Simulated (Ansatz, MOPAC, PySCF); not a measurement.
Lewis adduct: BH3 (SMILES B) (first 4 atoms) with C2H6S (SMILES CSC); geometry from B3LYP-D3(BJ)/def2-TZVP.
(charge 0, multiplicity 1):
```xyz
13

B     -0.32926     0.60267     0.75955
H      0.00166    -0.22086    -0.05593
H     -1.49506     0.90385     0.70558
H      0.43343     1.52903     0.89040
C      1.56009    -0.64848     2.64860
S     -0.21290    -0.38275     2.44371
C     -0.48911     0.89145     3.69119
H      1.76333    -1.06317     3.63432
H      1.86143    -1.35699     1.88007
H      2.08590     0.29343     2.50134
H     -0.30064     0.48775     4.68437
H     -1.53102     1.19246     3.60600
H      0.15423     1.74505     3.48423
```

Counterpoise-corrected where a basis set is named; no monomer relaxation. Rows marked so take none.

Rows in 6-31G* carry no dispersion term and start afresh at each structure (6-31G* with six Cartesian d functions). The state that PM6 reach isn't checked.

Codes used: Ansatz (a first-principles code); MOPAC for PM6 (differences of heats of formation); PySCF for 6-31G* rows, the dispersion terms. 

Task: One of these levels gives -948.6 meV for the interaction energy. Name it.
A) revPBE/def2-TZVPPD
B) PM6
C) HF/6-31G* (no counterpoise)
D) r2SCAN-D4/def2-TZVPPD

Result: C, HF/6-31G* (no counterpoise). The others give -2207.8 (PM6), -1572.9 (revPBE/def2-TZVPPD), -1853.7 (r2SCAN-D4/def2-TZVPPD)
